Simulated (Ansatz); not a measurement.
Spectroscopic constants of MgSi+, multiplicity 2 (lowest of 2S+1 = 2, 4 at CCSD(T)/def2-TZVPP on PBE0 minima; our sources give no spin for the ground state, which may be another). The T1 diagnostic near the minimum is 0.067, so single-reference values are doubtful.

Seven points along R, fitted to fifth degree in 1/R; most abundant isotopes. Runs in def2 and cc sets follow the lowest solution found near the PBE0 minimum.

Run with Ansatz (an electronic-structure program). Each number belongs to the level named beside it.

Energies at wB97M-V/def2-TZVPP:

```csv
R (Å),E (hartree)
2.513060,-489.19478488
2.580616,-489.19657971
2.642767,-489.19741096
2.713024,-489.19759339
2.783282,-489.19713983
2.864348,-489.19601214
2.958926,-489.19410035
```

With a reduced mass of 12.9138 u, find the minimum, the force constant and the constants.

A fifth-degree polynomial in 1/R puts the minimum at r_e = 2.6956 Å with force constant 59.5 N/m. Then ω_e = (1/2πc)√(k/μ) = 280 cm⁻¹ and B_e = h/(8π²cμr_e²) = 0.1797 cm⁻¹; the cubic and quartic terms give α_e = 0.0015 and ω_e x_e = 1.7 cm⁻¹.
